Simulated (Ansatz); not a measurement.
Cartesian coordinates (Å):
SMILES: [Sn]([F])([F])([F])[F]
```xyz
5

F     -1.0984    -1.3220    -0.7530
Sn     0.0000     0.0000     0.0000
F     -0.9922     1.5741     0.2424
F      0.6462    -0.5936     1.6586
F      1.4444     0.3415    -1.1481
```
Charge 0, spin multiplicity 1.

All values below come from frozen-core CCSD(T)/def2-TZVPP // PBE0-D3(BJ)/def2-TZVP (Ansatz, a quantum-chemistry and plane-wave program).

The HF energy comes out as -611.40364 Ha and the MP2 correlation energy is -1.31284 Ha.

### Question
Estimate the CCSD correlation energy, the (T) correction, the total energy and the T1 diagnostic.

### Answer

```
Item                            Result
-----------------------  -------------
CCSD correlation energy    -1.29858 Ha
(T) correction             -0.03862 Ha
CCSD(T) total energy     -612.74084 Ha
T1 diagnostic                    0.015
```
